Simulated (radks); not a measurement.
Numerical settings for neutral helium, [He]. Calculated with a radial shooting solver on a logarithmic mesh with Libxc functionals: Dirac Kohn-Sham, BLYP, spin-unpolarised, spherical densities, finite nucleus; Gaussian nuclear charge, rms radius 1.6755 fm. The defaults (mesh step 0.008 in ln r, mesh end at 40 bohr or more with all orbitals vanishing there, Anderson mixing 0.5 over 9 steps, residual threshold near 1e-9 with the energy settled to 1e-9 hartree or 1e-11 of itself, here a cap of 54 iterations) give E = -2.9072 hartree and 1s1/2 at -15.916 eV in 19 iterations. Run on one thread of a shared host, so times are rough (Arm Neoverse V2): 0.02 s of CPU time, 0.02 s wall, 19 iterations on 2189 mesh points. Changes against that run (0 stands for a change within the tolerance of the run):

setting                    iterations  converged  E (mhartree)  e(1s1/2) (meV)  CPU (s)
mesh step in ln r 0.003            21        yes             0               0     0.06
mesh step in ln r 0.03             15        yes             0               0     0.01
mesh step in ln r 0.012            17        yes             0               0     0.02
mesh end (bohr) 8                  19        yes     +0.000973          +0.184     0.02
mesh end (bohr) 2                  17        yes          +325       +9.85e+03     0.02
residual threshold 0.1              8        yes             0          -0.562     0.01
residual threshold 1e-13           54         no             0               0     0.06
mixing 1.5                         24        yes             0               0     0.03
linear mixing, mixing 0.5          24         no      diverged               -     0.04
linear mixing, mixing 0.2          54         no     -1.28e+04               -      0.1
mixing history 3                   54         no             0               0     0.05
iteration cap 5                     5         no             0             +13     0.01

Settings that end as converged yet miss the energy by more than 1 mhartree: mesh end (bohr) 2 (+0.325 hartree). A mesh that ends early acts as a hard wall.
